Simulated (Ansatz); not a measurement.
A trace of molecular dynamics of C2H3NaS (7 atoms, charge 0, multiplicity 1).

Theory: Ansatz 0.2.0, UKS PBE0-D4/def2-SVP.

* ensemble: NVE (velocity Verlet)
* starting velocities drawn for: 100 K
* seed: 12145

| time (fs) | T (K) | potential energy less start (eV) | conserved less start (meV/atom) |
| --- | --- | --- | --- |
| 0.0 | 100 | 0.000 | 0.00 |
| 4.0 | 46 | 0.035 | 0.04 |
| 8.0 | 50 | 0.032 | 0.02 |
| 12.0 | 71 | 0.019 | 0.03 |
| 16.0 | 102 | -0.001 | 0.04 |
| 20.0 | 268 | -0.108 | 0.06 |
| 24.0 | 774 | -0.436 | -0.01 |
| 28.0 | 1891 | -1.159 | -0.18 |
| 32.0 | 2231 | -1.378 | -0.16 |
| 36.0 | 1829 | -1.118 | -0.08 |
| 40.0 | 1413 | -0.851 | -0.25 |
| 44.0 | 755 | -0.424 | -0.05 |
| 48.0 | 899 | -0.516 | 0.03 |
| 52.0 | 1671 | -1.015 | -0.04 |
| 56.0 | 2494 | -1.549 | -0.20 |
| 60.0 | 1692 | -1.029 | -0.04 |
| 64.0 | 1196 | -0.709 | -0.01 |
| 68.0 | 1455 | -0.875 | 0.12 |
| 72.0 | 2152 | -1.328 | -0.29 |
| 76.0 | 1937 | -1.188 | -0.09 |
| 80.0 | 1699 | -1.036 | -0.30 |
| 84.0 | 1089 | -0.640 | -0.05 |
| 88.0 | 1379 | -0.827 | -0.01 |
| 92.0 | 1966 | -1.207 | -0.15 |
| 96.0 | 2169 | -1.336 | 0.07 |
| 100.0 | 1987 | -1.221 | -0.19 |

Can this run be trusted? Judge the integration.

The conserved energy stayed within 0.43 meV per atom of its start (net change -0.19 meV per atom), so the integration is sound. The system heated up, since it started high on the potential surface and ran downhill. A run of 0.1 ps of so small a system gives no equilibrium averages. The orbitals stay closed-shell, which can raise the energy where a bond breaks towards radicals; this wasn't checked here. The time step was 0.5 fs.

The run took 5.2 min on 2 threads of AMD EPYC 9R14 (Zen 4), on a shared host, peak memory 0.24 GiB.
